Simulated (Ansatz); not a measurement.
Basis sets compared for GeTe2⁻ (the lowest doublet isomer of a short search). Total charge -1; doublet. Geometry r2SCAN-D4/def2-TZVPD. Ansatz on 4 threads of Arm Neoverse N1 on a shared host; times are rough, and most runs start from earlier orbitals.

Cartesian coordinates in Å:
```
Ge -0.164 -0.653 -0.104
Te -0.843 0.872 -1.912
Te 1.008 -0.219 2.016
```

In the def2 sets Te takes a core potential; there is no spin–orbit coupling. The structure comes from a short search, and lower isomers may exist.

```json
{"level": "PBE-D4/def2-SVPD", "functions": "108", "energy (Eh)": "-2612.6101", "HOMO (eV)": "-0.44", "LUMO (eV)": "0.13", "wall time": "2.9 s"}
{"level": "PBE0-D4/def2-SVPD", "functions": "108", "energy (Eh)": "-2612.6914", "HOMO (eV)": "-1.35", "LUMO (eV)": "0.74", "wall time": "4.8 s"}
```

Problem. Estimate the rows for PBE-D4/def2-TZVPD, PBE0-D4/def2-TZVPD.

Solution. 
```tsv
level	functions	energy (Eh)	HOMO (eV)	LUMO (eV)	wall time
PBE-D4/def2-TZVPD	172	-2612.8883	-0.42	0.17	4.9 s
PBE0-D4/def2-TZVPD	172	-2612.9684	-1.32	0.79	9 s
```
